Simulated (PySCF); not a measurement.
TiF2Cl2 (singlet state).
Bonds: Ti1–F2, Ti1–F3, Ti1–Cl4, Ti1–Cl5.

Computed with PySCF 2.14.0, density-fitted response routines, TDDFT wB97X-D/def2-SVPD, vertical, gas phase, core orbitals frozen in the response. Geometry: PBE0-D3(BJ)/def2-SVP; no solvent, vibrations or thermal averaging.

Computed states:

```csv
state,E (eV),f
S1,4.78,0.0005
S2,4.86,0.022
S3,4.88,0.0000
S4,5.06,0.0008
S5,5.21,0.0032
S6,5.45,0.0038
S7,5.49,0.047
S8,5.58,0.0000
S9,5.66,0.0011
S10,5.76,0.0025
S11,5.78,0.011
S12,5.80,0.0000
S13,5.91,0.0021
S14,5.99,0.0007
S15,6.14,0.0038
```

Broadening: Gaussians 0.5 eV wide at half height, area fixed by f = 4.319×10⁻⁹ ∫ε dν̃. The width is an assumption, not a result. The curve ends short of the highest state used, and states not computed would add to its high-energy end.

Q: What does the envelope look like, and where are its maxima?

A: 
| E (eV) | ε (L mol⁻¹ cm⁻¹) |
| --- | --- |
| 4.03 | 1 |
| 4.08 | 2 |
| 4.13 | 3 |
| 4.18 | 8 |
| 4.24 | 18 |
| 4.29 | 34 |
| 4.34 | 62 |
| 4.39 | 108 |
| 4.45 | 193 |
| 4.50 | 295 |
| 4.55 | 427 |
| 4.60 | 586 |
| 4.65 | 762 |
| 4.71 | 974 |
| 4.76 | 1130 |
| 4.81 | 1248 |
| 4.86 | 1317 |
| 4.92 | 1339 |
| 4.97 | 1323 |
| 5.02 | 1303 |
| 5.07 | 1310 |
| 5.12 | 1373 |
| 5.18 | 1550 |
| 5.23 | 1786 |
| 5.28 | 2086 |
| 5.33 | 2416 |
| 5.39 | 2789 |
| 5.44 | 3028 |
| 5.49 | 3164 |
| 5.54 | 3178 |

Maxima: 252 nm (4.91 eV), ε about 1300, made up of S2 (86%) (hardly more than a shoulder); 225 nm (5.52 eV), ε about 3200, made up of S7 (78%) (ε in L mol⁻¹ cm⁻¹; maxima over ε = 5, shares over 10%).

Q: On this curve, what absorbance would a 10⁻³ mol/L sample give at 266 nm over a 1 cm path?

A: 266 nm is 4.661 eV, where ε is about 800 L mol⁻¹ cm⁻¹, so A = ε c l ≈ 0.8 (Beer–Lambert, with the gas-phase spectrum and the assumed width).

Q: What would ε be at 5.52 eV, the highest of these maxima, with half the width (0.25 eV)?

A: About 5330 L mol⁻¹ cm⁻¹ against 3190, a factor of about 1.7; a lone state at its own centre would give exactly 2.

Q: Coming from long wavelengths, where does ε first pass 100 L mol⁻¹ cm⁻¹?

A: At about 283 nm (4.38 eV), 0.39 eV below S1.
